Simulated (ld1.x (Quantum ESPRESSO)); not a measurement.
**Scattering properties, TM semilocal potential for O**

ld1.x (Quantum ESPRESSO) 7.5 input, shortened:

```
&input
   title='O', zed=8., rel=1, dft='PBE', iswitch=3,
   config='[He] 2s2 2p4'
 /
 &inputp
   pseudotype=1, tm=.true., lloc=0,
   nlcc=.true., new_core_ps=.true., rcore=0.55
 /
2
2P  2  1   4.00   0.00  1.80  1.80  0.0
2S  1  0   2.00   0.00  0.75  0.75  0.0
 &test
   configts(1)='2s2 2p4'
 /
```

The phase is arctan(r·u′/u) with u = r·R(r), unwrapped; energies in Ry, scanned from -4 to 5 Ry. A pole is an energy at which the radial function vanishes at the test radius. The pseudo phase is shifted by a multiple of π to meet the all-electron one at the reference energy, and phase errors are pseudo minus all-electron; the curves can meet again beyond the range given. Levels narrower than the energy grid can be missing from the lists of poles.

Question: For each channel, where are the poles, and over which energies does the pseudopotential scatter like the atom?

Answer:

| channel | radius (bohr) | reference energy (Ry) | poles, all-electron | poles, pseudo | unbroken range about the reference energy with phases within 0.05 rad | phase error 1 Ry above the reference energy (rad) |
| --- | --- | --- | --- | --- | --- | --- |
| s | 1.94 | -1.76 | -1.20 | -1.20 | the whole range | -0.000 |
| p | 1.94 | -0.66 | -0.04 | -0.01 | below 1.4 | +0.018 |

Phases in the p channel:

```json
{"E (Ry)": "-4.00", "all-electron": "1.299", "pseudo": "1.303"}
{"E (Ry)": "-3.52", "all-electron": "1.277", "pseudo": "1.281"}
{"E (Ry)": "-3.04", "all-electron": "1.247", "pseudo": "1.252"}
{"E (Ry)": "-2.56", "all-electron": "1.204", "pseudo": "1.211"}
{"E (Ry)": "-2.08", "all-electron": "1.134", "pseudo": "1.143"}
{"E (Ry)": "-1.60", "all-electron": "0.992", "pseudo": "1.004"}
{"E (Ry)": "-1.12", "all-electron": "0.517", "pseudo": "0.535"}
{"E (Ry)": "-0.64", "all-electron": "-0.998", "pseudo": "-0.997"}
{"E (Ry)": "-0.16", "all-electron": "-1.517", "pseudo": "-1.509"}
{"E (Ry)": "0.32", "all-electron": "-1.682", "pseudo": "-1.665"}
{"E (Ry)": "0.80", "all-electron": "-1.782", "pseudo": "-1.754"}
{"E (Ry)": "1.28", "all-electron": "-1.869", "pseudo": "-1.825"}
{"E (Ry)": "1.76", "all-electron": "-1.970", "pseudo": "-1.897"}
{"E (Ry)": "2.24", "all-electron": "-2.112", "pseudo": "-1.983"}
{"E (Ry)": "2.72", "all-electron": "-2.351", "pseudo": "-2.103"}
{"E (Ry)": "3.20", "all-electron": "-2.804", "pseudo": "-2.289"}
{"E (Ry)": "3.68", "all-electron": "-3.478", "pseudo": "-2.609"}
{"E (Ry)": "4.16", "all-electron": "-3.990", "pseudo": "-3.132"}
{"E (Ry)": "4.64", "all-electron": "-4.258", "pseudo": "-3.692"}
```
